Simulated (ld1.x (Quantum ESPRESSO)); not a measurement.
# An all-electron radial function and its pseudo partner (Cu (Z = 29))

Columns: radius, all-electron u(r) and pseudo u(r) of the 3d shell (level -48.93 eV) of copper in the configuration [Ne] 3s2 3p6 3d8 4s0 4p0; Wu–Cohen, scalar-relativistic, TM scheme, ld1.x (Quantum ESPRESSO) 7.5.

| r (bohr) | all-electron | pseudo |
| --- | --- | --- |
| 0.075 | 0.0595 | 0.0070 |
| 0.150 | 0.2606 | 0.0534 |
| 0.225 | 0.5099 | 0.1648 |
| 0.300 | 0.7314 | 0.3441 |
| 0.375 | 0.8952 | 0.5693 |
| 0.450 | 0.9988 | 0.8016 |
| 0.525 | 1.0502 | 0.9991 |
| 0.600 | 1.0611 | 1.1309 |
| 0.675 | 1.0435 | 1.1865 |
| 0.750 | 1.0070 | 1.1734 |
| 0.825 | 0.9589 | 1.1117 |
| 0.900 | 0.9042 | 1.0235 |
| 0.975 | 0.8466 | 0.9276 |
| 1.050 | 0.7882 | 0.8359 |
| 1.125 | 0.7306 | 0.7544 |
| 1.200 | 0.6747 | 0.6843 |
| 1.275 | 0.6212 | 0.6240 |
| 1.350 | 0.5704 | 0.5708 |
| 1.425 | 0.5224 | 0.5224 |
| 1.500 | 0.4774 | 0.4774 |
| 1.575 | 0.4354 | 0.4354 |
| 1.650 | 0.3965 | 0.3965 |
| 1.725 | 0.3604 | 0.3604 |
| 1.800 | 0.3273 | 0.3273 |
| 1.875 | 0.2968 | 0.2968 |
| 1.950 | 0.2689 | 0.2689 |

Problem. How many radial nodes do the two functions have?

Solution. The all-electron 3d function has n − l − 1 = 0; the pseudo-wave has 0.

Problem. At about which radius was the pseudo-wave matched?

Solution. 1.50 bohr. The columns agree to 0.0005 from 1.35 bohr on; several derivatives are matched, so the curves merge somewhat inside the radius.

Problem. Where does each function peak?

Solution. Outermost all-electron maximum near 0.60 bohr, pseudo maximum near 0.68 bohr (to the table’s step).

Problem. Is the pseudo-wave norm-conserving?

Solution. Yes: the TM scheme keeps the norm inside the radius equal to the all-electron one, which fixes the energy derivative of the logarithmic derivative at the level.
